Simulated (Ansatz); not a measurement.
System: TaO2, charge 0, multiplicity 2. The spin state was set by rule; other spins were not relaxed. SMILES: [Ta](=[O])=[O]
Coordinates optimised at B3LYP-D3(BJ)/def2-TZVP (Ansatz, a program for electronic structure):
```
Ta
O 1 1.7314
O 1 1.7314 2 105.76
```
Charge 0, spin multiplicity 2.

Parts of the frozen-core correlation energy in def2-TZVPP (Ansatz, hartree). Frozen orbitals: 6; correlated occupied orbitals by spin: 9 and 8; virtual: 103 and 104. UHF or UKS for open shells. No spin-orbit coupling. In def2 rows, elements after Kr have scalar-relativistic effective core potentials.

| term | value |
|---|---|
| reference (HF) | -206.20255 |
| MP2 opposite-spin | [?] |
| MP2 same-spin | [?] |
| CCSD correlation | -0.62080 |
| (T) | [?] |
| T1 diagnostic | 0.037 |
| largest doubles amplitude | 0.049 |
| <S^2> of the reference | 0.806 |

Complete the blanks.


- MP2 opposite-spin, value: -0.46916
- MP2 same-spin, value: -0.19329
- (T), value: -0.04186
